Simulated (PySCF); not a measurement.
PySCF input for B2Cl3, SMILES Cl[B]B(Cl)Cl (connectivity only; charge and spin as stated), charge +1, multiplicity 1, TDDFT-PBE/def2-SVPD. Geometry optimised at PBE-D3(BJ)/def2-SVP. The multiplicity is an assumed one; other spin states were not compared. The isomer is the one that the SMILES or the coordinates give; other isomers of the formula were not compared. Other conformers were not sampled.

```python
import numpy as np
from pyscf import gto, scf, dft, tdscf

mol = gto.M(
    atom='''
    Cl   -0.00000000    0.00000000   -2.67706301
    B     0.00000000    0.00000000   -1.04917993
    B     0.00000000   -0.00000001    0.64392494
    Cl   -0.00000000   -1.54800821    1.39812782
    Cl   -0.00000000    1.54800821    1.39812783
    ''',
    basis='def2-SVPD',
    charge=1,
    spin=0,
    symmetry=True,
    max_memory=1600,
    verbose=4,
)
mf = dft.RKS(mol, xc='pbe').density_fit(auxbasis='def2-universal-jkfit')
mf.grids.level = 3
mf.conv_tol = 1e-9
mf.max_cycle = 100
mf.kernel()
mf.grids = dft.Grids(mol).set(level=1).build(with_non0tab=True)  # coarser grid for the response kernel
td = tdscf.TDDFT(mf)
td.singlet = True
td.nstates = 10
td.conv_tol = 1e-4
td.positive_eig_threshold = 1e-6
td.kernel(x0=td.get_init_guess(mf, 15))
td.analyze()
tt = tdscf.TDA(mf)
tt.singlet = False
tt.nstates = 4
tt.conv_tol = 1e-4
tt.positive_eig_threshold = 1e-6
tt.kernel(x0=tt.get_init_guess(mf, 9))
tt.analyze(verbose=3)
```

Output:

```
PySCF version 2.14.0

[INPUT] verbose = 4
[INPUT] num. atoms = 5
[INPUT] num. electrons = 60
[INPUT] charge = 1
[INPUT] spin (= nelec alpha-beta = 2S) = 0
[INPUT] symmetry True subgroup None
[INPUT] Mole.unit = angstrom
[INPUT] Symbol           X                Y                Z      unit          X                Y                Z       unit  Magmom
[INPUT]  1 Cl     0.000000000000   0.000000000000  -2.677063010000 AA    0.000000000000   0.000000000000  -5.058915907104 Bohr   0.0
[INPUT]  2 B      0.000000000000   0.000000000000  -1.049179930000 AA    0.000000000000   0.000000000000  -1.982662723090 Bohr   0.0
[INPUT]  3 B      0.000000000000  -0.000000010000   0.643924940000 AA    0.000000000000  -0.000000018897   1.216841781377 Bohr   0.0
[INPUT]  4 Cl     0.000000000000  -1.548008210000   1.398127820000 AA    0.000000000000  -2.925311555478   2.642078666935 Bohr   0.0
[INPUT]  5 Cl     0.000000000000   1.548008210000   1.398127830000 AA    0.000000000000   2.925311555478   2.642078685832 Bohr   0.0

nuclear repulsion = 251.857556363909
point group symmetry = C2v
symmetry origin: [ 0.00000000e+00 -1.54895584e-09 -2.16853830e-09]
symmetry axis x: [1. 0. 0.]
symmetry axis y: [ 0.00000000e+00  1.00000000e+00 -2.01897717e-09]
symmetry axis z: [0.00000000e+00 2.01897717e-09 1.00000000e+00]
num. orbitals of irrep A1 = 52
num. orbitals of irrep A2 = 14
num. orbitals of irrep B1 = 22
num. orbitals of irrep B2 = 33
number of shells = 49
number of NR pGTOs = 195
number of NR cGTOs = 121
basis = def2-SVPD
ecp = {}


[settings echo left out]
init E= -1429.79813825717
HOMO (A1) = -0.323877600303692  LUMO (B1) = -0.174750099191338  gap/eV = 4.05797
cycle= 1 E= -1428.94823268171  delta_E= 0.85  |g|= 0.262  |ddm|=  3.4
HOMO (B2) = -0.465903129550029  LUMO (B1) = -0.426450415601858  gap/eV = 1.07356
cycle= 2 E= -1428.76780474971  delta_E= 0.18  |g|= 0.786  |ddm|= 1.63
HOMO (A1) = -0.48466827489431  LUMO (B1) = -0.384439532366261  gap/eV = 2.72736
cycle= 3 E= -1428.97778865411  delta_E= -0.21  |g|= 0.0356  |ddm|= 1.03
HOMO (A1) = -0.481969413105488  LUMO (B1) = -0.377260021955601  gap/eV = 2.84929
cycle= 4 E= -1428.97788468089  delta_E= -9.6e-05  |g|= 0.0288  |ddm|= 0.123
HOMO (A1) = -0.479669100484578  LUMO (B1) = -0.377040570491082  gap/eV = 2.79266
cycle= 5 E= -1428.9781155336  delta_E= -0.000231  |g|= 0.00962  |ddm|= 0.0521
HOMO (A1) = -0.480585016895319  LUMO (B1) = -0.377573969323114  gap/eV = 2.80307
cycle= 6 E= -1428.97814438585  delta_E= -2.89e-05  |g|= 0.00257  |ddm|= 0.0177
HOMO (A1) = -0.480684191995802  LUMO (B1) = -0.377541229622574  gap/eV = 2.80666
cycle= 7 E= -1428.97814641545  delta_E= -2.03e-06  |g|= 0.000574  |ddm|= 0.00566
HOMO (A1) = -0.480651975687405  LUMO (B1) = -0.377485658774158  gap/eV = 2.80730
cycle= 8 E= -1428.97814651892  delta_E= -1.03e-07  |g|= 8.87e-05  |ddm|= 0.00112
HOMO (A1) = -0.480654987753346  LUMO (B1) = -0.377485123628661  gap/eV = 2.80739
cycle= 9 E= -1428.978146521  delta_E= -2.08e-09  |g|= 2.04e-05  |ddm|= 0.000176
HOMO (A1) = -0.480653483462202  LUMO (B1) = -0.377485047996679  gap/eV = 2.80736
cycle= 10 E= -1428.97814652116  delta_E= -1.53e-10  |g|= 2.96e-06  |ddm|= 4.59e-05
HOMO (A1) = -0.480653033574566  LUMO (B1) = -0.377485078888206  gap/eV = 2.80734
Extra cycle  E= -1428.97814652115  delta_E= 3.41e-12  |g|= 4.71e-06  |ddm|= 1.27e-05
converged SCF energy = -1428.97814652115
tot grids = 29312
Overwritten attributes  positive_eig_threshold  of <class 'pyscf.tdscf.rks.CasidaTDDFT'>


******** <class 'pyscf.tdscf.rks.CasidaTDDFT'> for <class 'pyscf.df.df_jk.DFSymAdaptedRKS'> ********
nstates = 10 singlet
deg_eia_thresh = 1.000e-03
wfnsym = None
conv_tol = 0.0001
eigh lindep = 1e-12
eigh level_shift = 0
eigh max_cycle = 100


Excitation energies (eV)
[2.93973353 3.0033673  3.55362248 4.0027895  4.14405445 4.28161934
 5.09521159 5.40967031 5.74226687 6.21890574]

** Singlet excitation energies and oscillator strengths **
Excited State   1:   A2      2.93973 eV    421.75 nm  f=0.0000
      29 -> 31       -0.70703
Excited State   2:   B1      3.00337 eV    412.82 nm  f=0.0004
      30 -> 31        0.70587
Excited State   3:   B2      3.55362 eV    348.90 nm  f=0.0120
      28 -> 31       -0.62251
      30 -> 32        0.32970
Excited State   4:   A1      4.00279 eV    309.74 nm  f=0.0233
      27 -> 31       -0.20525
      29 -> 32        0.67550
Excited State   5:   B1      4.14405 eV    299.19 nm  f=0.0004
      28 -> 32       -0.70683
Excited State   6:   B2      4.28162 eV    289.57 nm  f=0.0646
      28 -> 31       -0.31650
      28 -> 33        0.12283
      30 -> 32       -0.61804
Excited State   7:   A1      5.09521 eV    243.33 nm  f=0.1417
      26 -> 32       -0.10930
      27 -> 31       -0.66066
      29 -> 32       -0.19345
Excited State   8:   A2      5.40967 eV    229.19 nm  f=0.0000
      27 -> 32       -0.70594
Excited State   9:   A2      5.74227 eV    215.92 nm  f=0.0000
      26 -> 31       -0.70505
Excited State  10:   A2      6.21891 eV    199.37 nm  f=0.0000
      23 -> 31        0.70461

** Transition electric dipole moments (AU) **
state          X           Y           Z        Dip. S.      Osc.
  1         0.0000      0.0000     -0.0000      0.0000      0.0000
  2        -0.0744     -0.0000      0.0000      0.0055      0.0004
  3         0.0000      0.3706      0.0000      0.1374      0.0120
  4         0.0000      0.0000      0.4870      0.2372      0.0233
  5        -0.0595     -0.0000      0.0000      0.0035      0.0004
  6         0.0000      0.7845      0.0000      0.6154      0.0646
  7         0.0000     -0.0000     -1.0655      1.1353      0.1417
  8        -0.0000     -0.0000      0.0000      0.0000      0.0000
  9        -0.0000      0.0000      0.0000      0.0000      0.0000
 10        -0.0000     -0.0000     -0.0000      0.0000      0.0000

** Transition velocity dipole moments (imaginary part, AU) **
state          X           Y           Z        Dip. S.      Osc.
  1         0.0000      0.0000     -0.0000      0.0000      0.0000
  2        -0.0106     -0.0000      0.0000      0.0001      0.0007
  3         0.0000      0.0474     -0.0000      0.0022      0.0115
  4         0.0000      0.0000      0.0690      0.0048      0.0216
  5        -0.0119     -0.0000      0.0000      0.0001      0.0006
  6         0.0000      0.1232      0.0000      0.0152      0.0643
  7         0.0000      0.0000     -0.1963      0.0385      0.1372
  8         0.0000     -0.0000      0.0000      0.0000      0.0000
  9        -0.0000      0.0000      0.0000      0.0000      0.0000
 10        -0.0000     -0.0000     -0.0000      0.0000      0.0000

** Transition magnetic dipole moments (imaginary part, AU) **
state          X           Y           Z
  1         0.0000     -0.0000     -0.0930
  2         0.0000     -0.5521     -0.0000
  3        -0.0448      0.0000      0.0000
  4        -0.0000      0.0000      0.0000
  5         0.0000     -0.1861     -0.0000
  6        -0.2080     -0.0000     -0.0000
  7         0.0000     -0.0000      0.0000
  8         0.0000      0.0000     -0.1893
  9        -0.0000      0.0000     -0.7087
 10         0.0000      0.0000     -0.7175
Overwritten attributes  positive_eig_threshold  of <class 'pyscf.tdscf.rks.TDA'>


******** <class 'pyscf.tdscf.rks.TDA'> for <class 'pyscf.df.df_jk.DFSymAdaptedRKS'> ********
nstates = 4 triplet
deg_eia_thresh = 1.000e-03
wfnsym = None
conv_tol = 0.0001
eigh lindep = 1e-12
eigh level_shift = 0
eigh max_cycle = 100


Excitation energies (eV)
[2.54406644 2.80638726 2.99621491 3.46503336]

** Triplet excitation energies and oscillator strengths **
Excited State   1:   B1      2.54407 eV    487.35 nm  f=0.0000
Excited State   2:   A2      2.80639 eV    441.79 nm  f=0.0000
Excited State   3:   B2      2.99621 eV    413.80 nm  f=0.0000
Excited State   4:   B2      3.46503 eV    357.82 nm  f=0.0000
```

The calculation finished and met its thresholds.

Cost: about 30 core-seconds (a rough figure).
